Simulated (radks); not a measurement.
Question: Neutral europium, [Xe] 4f7 6s2. Method: non-relativistic Kohn-Sham, exchange-only LDA, spin-polarised, spherical densities, point nucleus; computed with a radial shooting solver on a logarithmic mesh with Libxc functionals. Every spin shell is full or empty, so the densities are truly spherical. Functionals are evaluated on that one density, not self-consistently. Rank these orbital-free kinetic functionals by their error against the exact value of the orbitals, and give that value: Thomas-Fermi, von Weizsacker, TF + vW, TF + vW/9, TF + vW/5, LC94, APBEK, revAPBEK, Perdew 92, Thakkar, Pearson, LKT, PG1, Ernzerhof.

Answer: Exact: 10413.8 hartree. From best to worst, with 100 (|E| - |E exact|)/|E exact| (equal figures are ties): LC94 -0.02, APBEK +0.02, revAPBEK +0.18, Ernzerhof -0.50, Thakkar -0.73, Perdew 92 -0.74, TF + vW/9 -0.74, Pearson -0.93, TF + vW/5 +2.67, Thomas-Fermi -5.02, PG1 +13.64, LKT +17.45, TF + vW +33.45, von Weizsacker -61.53.
